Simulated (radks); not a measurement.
The numbers below are computed, except where a source is named.
All-electron atom: Mn V in [Ar] 3d3 (the NIST ground configuration).

Code: a radial shooting solver on a logarithmic mesh with Libxc functionals. Model: non-relativistic Kohn-Sham, B86b exchange with PBE correlation, spin-unpolarised, spherical densities, point nucleus.

Energy parts (eV):
total: -31208.123
kinetic: 31185.277
electron-nucleus: -72924.682
Hartree: 11896.669
exchange-correlation: -1365.386

Orbitals (lengths in bohr, moments of r in powers of bohr; <r^-3> diverges for s and p1/2):
| orbital | occ. | eigenvalue (eV) | <r^-3> |
|---|---|---|---|
| 1s | 2 | -6434.619 | - |
| 2s | 2 | -793.2379 | - |
| 2p | 6 | -688.4490 | 404.4 |
| 3s | 2 | -140.8106 | - |
| 3p | 6 | -110.3781 | 52.99 |
| 3d | 3 | -61.0684 | 5.386 |
| 4s | 0 | -41.8805 | - |
| 4p | 0 | -34.2912 | 8.359 |

The highest occupied level is 3d at -61.068 eV. For comparison, the ionisation energy in NIST's Atomic Spectra Database is 72.4 eV (semi-empirical). In exact Kohn-Sham theory the highest level is minus the ionisation energy, but local and semilocal functionals leave it too shallow, through self-interaction and a potential that decays too fast; potentials with the right tail come closer. Virial ratio -V/T = 2.00073.

Beside tabulated values, note that spin-unpolarised runs miss the spin-polarisation part of the exchange energy of open shells.
